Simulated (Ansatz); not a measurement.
```yaml
atoms:
  - { symbol: Os, position_ang: [0.0000, 0.0000, 0.0000] }
  - { symbol: F, position_ang: [0.0000, 0.0000, 1.8300] }
  - { symbol: F, position_ang: [0.0000, 0.0000, -1.8300] }
  - { symbol: F, position_ang: [1.8300, 0.0000, 0.0000] }
  - { symbol: F, position_ang: [-1.8300, 0.0000, 0.0000] }
  - { symbol: F, position_ang: [0.0000, 1.8300, 0.0000] }
  - { symbol: F, position_ang: [0.0000, -1.8300, 0.0000] }
```

Basis set: def2-SVP on F; def2-TZVPP on Os. Charge 0. Computed with Ansatz (development build ahead of 0.2.0); the lowest solution found for each multiplicity.

Q: How do the multiplicities compare at this shape? Give, from the lowest of each method, PBE0 (unrestricted) for 1, 3; PBE0 (restricted) for 1, 3; HF (unrestricted) for 1, 3; HF (restricted) for 1, 3.

A:

```csv
method,multiplicity,E (eV),<S²>
"PBE0, unrestricted",1,0.323,1.00
"PBE0, unrestricted",3,0.000,2.01
"PBE0, restricted",1,1.083,0.00
"PBE0, restricted",3,0.000,2.00
"HF, unrestricted",1,0.610,1.01
"HF, unrestricted",3,0.000,2.02
"HF, restricted",1,1.607,0.00
"HF, restricted",3,0.000,2.00
```

Caution: other spin multiplicities may lie lower. Caution for PBE0, unrestricted, HF, unrestricted: the unrestricted determinant is a mixture of spin states. Caution for PBE0, restricted, HF, restricted: an unrestricted determinant lies well below.
